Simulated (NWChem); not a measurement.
System: CH$_{6}$ClGeN; SMILES C[NH][GeH2][Cl]

Input file for NWChem:

```
start job
memory heap 200 mb stack 900 mb global 1100 mb
geometry units angstroms noautoz
  C      1.138196     2.125808     0.248586
  N      0.042328     1.506205    -0.463618
  Ge    -0.677785    -0.070180     0.061129
  Cl     0.728409    -1.737776    -0.119324
  H      2.129041     1.680566     0.037083
  H      0.970699     2.046503     1.334597
  H      1.193883     3.201746     0.014360
  H      0.100861     1.628427    -1.470217
  H     -1.855747    -0.390562    -0.863563
  H     -1.018057     0.025012     1.551842
end
basis spherical
  C library 6-31g*
  N library 6-31g*
  Ge library 6-31g*
  Cl library 6-31g*
  H library 6-31g*
end
dft
  xc xpbe96 cpbe96
  iterations 150
end
tddft
  cis
  nroots 6
  notriplet
end
task tddft energy
```

The geometry was optimised at PBE0/def2-SVP.

Vertical excitations in the gas phase.

### Question
Predict the main results of this run. (PBE/6-31G* (spherical d), TDA.) Quantities: lowest excitation, singlet (eV); oscillator strength of that lowest state; lowest state with f > 0.02, singlet (eV); oscillator strength of that bright state; orbital gap (eV).

### Answer
```yaml
lowest excitation, singlet (eV): 5.72
oscillator_strength_of_that_lowest_state: 0.080
lowest state with f > 0.02, singlet (eV): 5.72
oscillator_strength_of_that_bright_state: 0.080
orbital gap (eV): 5.07
```
